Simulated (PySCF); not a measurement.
This PySCF input asks for the NMR shieldings of `[H]/N=C/C1(C=O)CCC1`, C$_{6}$H$_{9}$NO; the geometry comes from GFN2-xTB.

```python
import basis_set_exchange as bse
import numpy as np
from pyscf import gto, dft
from pyscf.prop import nmr

atoms = """
N     2.243223   -0.636899   -0.847132
C     1.588497   -0.268120    0.155554
C     0.206960    0.285430   -0.002061
C     0.354023    1.786256   -0.012607
O     0.053460    2.518673    0.885286
C    -0.844204   -0.264996    0.977698
C    -1.654983   -0.799315   -0.213800
C    -0.608108   -0.251237   -1.196333
H     3.175587   -0.998157   -0.663308
H     1.937620   -0.296986    1.197395
H     0.779370    2.162614   -0.962496
H    -1.334427    0.514985    1.557728
H    -0.468981   -1.029705    1.655082
H    -1.755254   -1.881943   -0.231373
H    -2.640225   -0.350983   -0.317362
H    -0.067066   -0.999380   -1.769645
H    -0.972490    0.521792   -1.869583
"""
names = dict.fromkeys(["N", "C", "O", "H"], "pcSseg-1")
basis = {el: gto.basis.parse(bse.get_basis(n, elements=[el], fmt="nwchem")) for el, n in names.items()}
mol = gto.M(atom=atoms, basis=basis, charge=0, verbose=0)
mf = dft.RKS(mol, xc="PBE0")
mf.grids.level = 2
mf.grids.alignment = dft.numint.BLKSIZE   # the property module wants whole blocks of grid points
mf.conv_tol = 1e-9
mf.kernel()

calc = nmr.RKS(mf)   # GIAO
C = mf.mo_coeff
Co = C[:, mf.mo_occ > 0]
resp = mf.gen_response(singlet=True, hermi=2)
def vind(x):   # induced exchange potential for any number of trial vectors
    d = np.einsum("pi,xij,qj->xpq", C, 2 * x.reshape(-1, C.shape[1], Co.shape[1]), Co, optimize=True)
    return np.einsum("xpq,pi,qj->xij", resp(d - d.transpose(0, 2, 1)), C, Co, optimize=True).ravel()
mo1, _ = nmr.rhf.solve_mo1(calc, with_cphf=vind)
sigma = calc.kernel(mo1)
for i, s in enumerate(sigma):   # ppm
    print("%2d %-2s %9.2f" % (i, mol.atom_pure_symbol(i), np.trace(s) / 3))
```

Task: What are the results?

Result: 
```
 0 N     -95.95
 1 C      10.53
 2 C     125.42
 3 C     -17.65
 4 O    -337.19
 5 C     161.73
 6 C     171.35
 7 C     158.78
 8 H      20.30
 9 H      23.66
10 H      22.23
11 H      28.77
12 H      29.69
13 H      29.77
14 H      29.83
15 H      28.77
16 H      29.42
```

These numbers come from an equivalent density-fitted implementation of the same equations, which agrees with the script to about 0.01 ppm for H and up to a few tenths of a ppm for heavy atoms, so last digits may differ.

Size and cost of the density-fitted run: 181 basis functions, 45 s wall time on 1 thread of an Arm Neoverse N1, shared host; peak memory 0.83 GiB.
